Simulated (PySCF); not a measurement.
A calculated (UHF, PySCF 2.14, x2c-TZVPPall, scalar relativity by spin-free X2C-1e) atom or ion has these occupied shells.

| shell | electrons | orbital energy (eV) | rms radius, mean of both spins (bohr) |
| --- | --- | --- | --- |
| 1s | 2 | -39142.2 | 0.0286 |
| 2s | 2 | -6358.8 | 0.116 |
| 2p | 6 | -5700.2 | 0.104 |
| 3s | 2 | -1424.4 | 0.303 |
| 3p | 6 | -1208.6 | 0.303 |
| 3d | 10 | -895.77 | 0.281 |
| 4s | 2 | -325.60 | 0.694 |
| 4p | 6 | -252.41 | 0.737 |
| 4d | 10 | -142.50 | 0.826 |
| 5s | 2 | -71.688 | 1.65 |
| 5p | 6 | -50.475 | 1.87 |

Name the element and its charge.

La³⁺ (lanthanum, charge +3), in [Xe], closed-shell 1S.
